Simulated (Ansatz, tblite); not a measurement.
Cost and result up the ladder for Ga₂P₂⁻ (the lowest doublet isomer of a short search) (4 atoms). Charge -1, multiplicity 2. Geometry: r2SCAN-D4/def2-SVPD.

```xyz
4

Ga    1.311    0.410   -0.152
Ga   -1.311   -0.409    0.152
P     0.036   -0.747   -1.702
P    -0.036    0.747    1.702
```

Ansatz on 4 threads of Arm Neoverse V2 on a shared host; xTB runs through tblite on one thread. Times are rough, summed over both states, and most runs start from the orbitals of an earlier one. PBE0-D4/def2-TZVPD serves as the yardstick here, not as an exact answer. The other state is a quartet at its own geometry.

The xTB rows come from tblite. B3LYP takes the VWN-RPA correlation. The structure comes from a short search, and lower isomers may exist.

Run but left out: HF/STO-3G, HF/def2-SVPD, HF/def2-TZVPD, PBE-QIDH/def2-TZVPD, MP2/def2-SVPD, MP2/def2-TZVPD, CCSD/def2-SVPD, CCSD(T)/def2-SVPD (doublet: ⟨S²⟩ 1.29 to 3.31, where a pure state has 0.75).

xTB has no spin-polarisation term.

| level | functions | wall time | quartet − doublet (eV) | difference from PBE0-D4/def2-TZVPD (eV) | remarks |
| --- | --- | --- | --- | --- | --- |
| GFN2-xTB | 36 | 0.006 s | 0.71 | -0.22 | – |
| GFN1-xTB | 36 | 0.007 s | 1.06 | 0.13 | – |
| PBE-D4/def2-TZVPD | 194 | 7.7 s | 1.05 | 0.12 | HOMO above zero (quartet) |
| PBE0-D4/def2-TZVPD | 194 | 17 s | 0.93 | 0.00 | – |
| B3LYP-D4/def2-TZVPD (with forces) | 194 | 18 s | 1.07 | 0.14 | – |
| r2SCAN-D4/def2-TZVPD | 194 | 24 s | 0.92 | 0.00 | HOMO above zero (quartet) |
